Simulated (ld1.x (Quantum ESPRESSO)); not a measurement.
## chlorine TM: all-electron and pseudo phase curves

- Element: Cl
- Generator: ld1.x (Quantum ESPRESSO) 7.5
- Type: norm-conserving Troullier–Martins (Kleinman–Bylander form)
- Functional: PBE
- Relativity: scalar-relativistic
- Frozen core: [Ne]
- Valence charge: 7
- Reference configuration: 3s2 3p4 (charge +1)
- Partial waves: 3s (bound): rc 0.90 bohr; 3p (bound): rc 1.35 bohr; 3d channel at 0.3 Ry: rc 1.45 bohr
- Local potential: the d channel
- Core correction: none

The phase is arctan(r·u′/u) with u = r·R(r), unwrapped; energies in Ry, scanned from -4 to 5 Ry. A pole is an energy at which the radial function vanishes at the test radius. The pseudo phase is shifted by a multiple of π to meet the all-electron one at the reference energy, and phase errors are pseudo minus all-electron; the curves can meet again beyond the range given. Levels narrower than the energy grid can be missing from the lists of poles.

For each channel, where are the poles, and over which energies does the pseudopotential scatter like the atom?

```
channel  radius (bohr)  reference energy (Ry)  poles, all-electron  poles, pseudo  unbroken range about the reference energy with phases within 0.05 rad  phase error 1 Ry above the reference energy (rad)
      s           1.60                  -2.36                 1.24     0.20, 3.13                                                             below -0.1                                             -0.009
      p           1.60                  -1.43                 2.54           2.36                                                        the whole range                                             -0.002
      d           1.60                   0.30                 3.59           3.68                                                        the whole range                                             +0.002
```

Phases in the d channel:

```tsv
E (Ry)	all-electron	pseudo
-4.00	1.227	1.228
-3.52	1.200	1.201
-3.04	1.165	1.167
-2.56	1.121	1.122
-2.08	1.060	1.062
-1.60	0.974	0.976
-1.12	0.841	0.843
-0.64	0.620	0.621
-0.16	0.233	0.234
0.32	-0.327	-0.327
0.80	-0.817	-0.816
1.28	-1.113	-1.111
1.76	-1.287	-1.283
2.24	-1.397	-1.393
2.72	-1.474	-1.468
3.20	-1.532	-1.525
3.68	-1.579	-1.571
4.16	-1.619	-1.609
4.64	-1.656	-1.643
```
